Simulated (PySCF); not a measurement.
C₃H₆BNO, SMILES B(N)(C#CC)O.

Geometry optimised at ωB97X-D3(BJ)/def2-SVP. This is a generated structure with no PubChem entry under its InChIKey; it may be hypothetical. Other conformers were not sampled.

The numbers are results of ωB97X-D3(BJ)/def2-SVP (PySCF 2.14.0), not measurements.

No scaling factor is applied to the harmonic values.

A small imaginary wavenumber (i) marks a very flat motion, where grid noise or a shallow saddle decides the sign.

Question: Give all harmonic wavenumbers and intensities. (The exact figures need the calculation; the answer reports its results.)

Answer: 
```
mode  ν (cm⁻¹)  IR (km/mol)  Raman (Å⁴/amu)  depolarisation  moving atoms (share of kinetic energy)
----  --------  -----------  --------------  --------------  --------------------------------------
1           0i          0.0             0.1            0.75                                  H 95 %
2          103          1.0             2.9            0.75          C 40 %, H 21 %, O 19 %, N 17 %
3          138          3.6             0.5            0.75                          C 69 %, H 18 %
4          314          6.4             3.6            0.75                  C 55 %, H 23 %, N 10 %
5          353          8.1             2.1            0.56          O 30 %, C 27 %, H 26 %, N 16 %
6          387         19.2             5.0            0.75                   C 52 %, H 37 %, B 8 %
7          412         73.6             2.8            0.75                  H 66 %, N 17 %, C 15 %
8          474        186.1             3.1            0.75                                  H 87 %
9          530          4.1             9.1            0.71                  C 73 %, H 11 %, O 10 %
10         585          7.0             2.8            0.75                                  H 94 %
11         616         10.5             2.9            0.04  C 24 %, H 22 %, N 21 %, B 18 %, O 15 %
12         656         64.3             6.4            0.75                          B 68 %, C 19 %
13         903          6.3             2.3            0.09                  H 56 %, N 23 %, O 21 %
14        1006         52.5             2.7            0.36                  H 57 %, C 20 %, N 13 %
15        1042          2.6             0.7            0.75                          H 67 %, C 33 %
16        1045          2.3             0.5            0.75                          H 68 %, C 32 %
17        1066         84.6             0.4            0.69                   C 49 %, H 41 %, O 9 %
18        1356        433.1            19.4            0.23           B 60 %, H 15 %, O 12 %, C 9 %
19        1403         16.8            19.4            0.52                          H 72 %, C 27 %
20        1432        143.7             6.5            0.52                          B 56 %, H 33 %
21        1458         10.2            18.6            0.75                                  H 97 %
22        1460          8.8            18.2            0.75                                  H 97 %
23        1605        283.4             3.2            0.51                  H 59 %, N 23 %, B 17 %
24        2363         95.2           218.1            0.29                                  C 99 %
25        3069         17.1           236.2            0.02                                  H 97 %
26        3164          3.8           100.5            0.75                          H 90 %, C 10 %
27        3165          4.1            97.8            0.75                          H 90 %, C 10 %
28        3655         58.8           129.2            0.15                                  H 96 %
29        3770         39.6            65.8            0.74                           H 91 %, N 9 %
30        3942         82.6            53.1            0.26                                  H 94 %
```
